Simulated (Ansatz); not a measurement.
# Worked example: C2HClF2 + CH2I → C2HF2 + CH2ClI

Species: C2HClF2 `F/C=C(\F)Cl`, singlet; CH2I `[CH2]I`, doublet; C2HF2 `F/[C]=C\F`, doublet; CH2ClI `ClCI`, singlet. A radical takes Cl: the energy is the difference in strength between two C–Cl bonds in different surroundings.

Shapes, held fixed at every level: PBE0-D4/def2-TZVP. Programs: Ansatz 0.2.0. The zero-point and thermal change to 298 K, harmonic and unscaled (PBE0-D4/def2-TZVP), is +6.3 kJ/mol.

At B2PLYP/def2-TZVPP; 1 Eh = 2625.50 kJ/mol:

```
species  energy (Eh)
C2HClF2  -736.481745
   CH2I  -336.757973
  C2HF2  -276.308404
 CH2ClI  -796.905217
```

Task: Work out ΔH(298 K) of the reaction at this level.

Result: 
1. Products less reactants: (-276.308404) + (-796.905217) − [(-736.481745) + (-336.757973)] = 0.026097 Eh = +68.5 kJ/mol.
2. With the thermal change: +68.5 + (+6.3) = +74.8 kJ/mol.

Other levels give +59.5 (HF/def2-TZVPP) to +78.0 kJ/mol (r2SCAN0-D4/def2-TZVPP). No measured value is set beside it here. Spin contamination: C2HF2 (⟨S²⟩ up to 0.94). Open shells run unrestricted. For atoms past krypton def2 sets carry core potentials with scalar relativity. Outer-core shells of I are correlated, in sets that cover them unevenly.
